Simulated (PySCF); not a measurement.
## Peak assignment

Bonds (- single, = double, # triple, : aromatic): C1=C2, C2-C3, C3-Si4, Si4-Si5, Si5-N6, C3=C7, C7-Si8, C7-Cl9. C1 carries H10, H11; C2 carries H12; Si4 carries H13, H14; Si5 carries H15, H16; N6 carries H17, H18; Si8 carries H19, H20, H21. Stereochemistry as in C=C/C([SiH2][SiH2]N)=C(/[SiH3])Cl. H10 is cis to C3; H11 is trans to C3.

- structure optimised with GFN2-xTB
- shieldings: GIAO PBE0/pcSseg-1
- program: PySCF 2.14.0 with density-fitted response routines
- one computed conformer, non-relativistic, fast rotation and ring inversion assumed for equivalent nuclei, no solvent

Shifts are taken against calculated references (same method and geometry level): TMS for 13C (σ = 186.93 ppm) and 1H (σ = 31.72 ppm).

Q: Assign these signals to the numbered atoms. 13C{1H} NMR (computed): δ 151.4, 148.1, 146.7, 127.3.

A: 
| δ (ppm) | atoms | environment | reason |
| --- | --- | --- | --- |
| 151.4 | C3 | fully substituted alkene carbon | an sp2 carbon of a C=C bond |
| 148.1 | C7 | fully substituted alkene carbon | – |
| 146.7 | C2 | alkene CH | as expected for a trigonal carbon in a double bond |
| 127.3 | C1 | terminal =CH2 carbon | the olefinic region |

C7 and C2 lie closer than the usual error of such a calculation, so a measured spectrum could show them in the other order.

Q: Assign these signals to the numbered atoms. 1H NMR (400 MHz, computed): δ 7.55 (m, 1H), 5.71 (m, 1H), 5.58 (m, 1H), 5.18 (t, 2H), 4.48 (s, 3H), 4.43 (t, 2H), -0.15 (br s, 2H).

A: 
| δ (ppm) | atoms | environment | reason |
| --- | --- | --- | --- |
| 7.55 | H12 | hydrogen on an alkene CH | attached to an sp2 carbon and in the plane of the double bond |
| 5.71 | H11 | hydrogen on a terminal =CH2 carbon | a vinylic proton, deshielded by the sp2 carbon and the C=C anisotropy |
| 5.58 | H10 | hydrogen on a terminal =CH2 carbon | – |
| 5.18 | H15/H16 | hydrogen on a silicon bonded to N, Si | – |
| 4.48 | H19/H20/H21 | hydrogen on a silicon bonded to C | – |
| 4.43 | H13/H14 | hydrogen on a silicon bonded to C, Si | – |
| -0.15 | H17/H18 | hydrogen on a nitrogen bonded to Si | labile proton, position sensitive to the medium |

H19/H20/H21 and H13/H14 lie closer than the usual error of such a calculation, so a measured spectrum could show them in the other order.

OH/NH shifts are gas-phase values; hydrogen bonding in solution moves them, usually downfield. Carbons that carry Cl, above all several Cl atoms, come out too deshielded, partly because spin–orbit coupling is missing. Shifts are as computed. Against solution values, carbons near 30 ppm lie about +3 ppm off and those near 130 ppm about +5 ppm; carbons on Cl a further +6 ppm. Of 1309 compounds with measured shifts, 239 miss one by over three times the rms of a fit or turn the order of signals round; such compounds aren't used in these exercises. Multiplicities follow the n + 1 count of equivalent neighbours, as no J values were calculated; m marks all less simple cases, F and P coupling included.
